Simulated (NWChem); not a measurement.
Molecule: C2HCl2F; SMILES FC=C(Cl)Cl

```xyz
6

F      0.8818     2.1258     0.0000
C      1.1245     0.8125     0.0000
C      0.1378    -0.0853     0.0000
Cl    -1.5301     0.3731     0.0000
Cl     0.4927    -1.7865     0.0000
H      2.1762     0.5501     0.0000
```
Atoms are numbered in this order, from 1.

All runs: NWChem. All runs use the structure optimised with B3LYP/6-31G* (spherical d). Level: PBE0/def2-SVPD; rows give the wavelength of the field.

For field 589 nm:

| Quantity | Value |
|---|---|
| isotropic polarisability (bohr³) | 55.9 |
| anisotropy (bohr³) | 26.8 |

Problem. What are these values for field static?

Solution. 
* **isotropic polarisability (bohr³)**: 54.3
* **anisotropy (bohr³)**: 25.2
